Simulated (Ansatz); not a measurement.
Stepwise reaction of `O[SiH2]CCl` with hydrogen fluoride, as a gas-phase model of exchange steps in deposition or etching. ΔE in kJ/mol; ΔG adds harmonic PBE0-D4 terms to CCSD(T)/CBS, at 1 bar.

Isolated molecules relaxed with PBE0-D4/def2-TZVP in Ansatz; ΔE leaves out vibrations. CBS: MP2 limit from def2 TZ/QZ plus the TZ coupled-cluster correction, frozen cores. This one scheme is used for every species. Functionals use def2-TZVPP. B3LYP here is the variant with VWN-RPA as its local correlation; programs differ in this. One conformer a species, not always the lowest.

```tsv
step	reaction	PBE-D4	B3LYP-D4	ωB97M-V	CCSD(T)/CBS	ΔG(600 K)
2	`O[SiH](F)CCl` + H–F → `O[Si](F)(F)CCl` + H₂	-130.1	-139.0	-139.8	-136.1	-134.3
```

Task: Give the row of step 1, `O[SiH2]CCl` + H–F → `O[SiH](F)CCl` + H₂. (An estimate is asked.)

Result: Ansatz gave: 
```tsv
step	reaction	PBE-D4	B3LYP-D4	ωB97M-V	CCSD(T)/CBS	ΔG(600 K)
1	`O[SiH2]CCl` + H–F → `O[SiH](F)CCl` + H₂	-131.1	-139.2	-140.0	-135.5	-131.2
```

Task: By hand: ΔE of the 2 steps together at CCSD(T)/CBS.

Result: (-135.5) + (-136.1) = -271.6 kJ/mol, or -135.8 kJ/mol a step.

In ΔE the steps differ by no more than 0.6 kJ/mol. All are downhill at CCSD(T)/CBS. ΔG lies between -134.3 and -131.2 kJ/mol a step. PBE-D4 differs from CCSD(T)/CBS by 4.4 to 6.0 kJ/mol a step. Isolated molecules leave out the surface, adducts and barriers. Largest T1 diagnostic: 0.011.
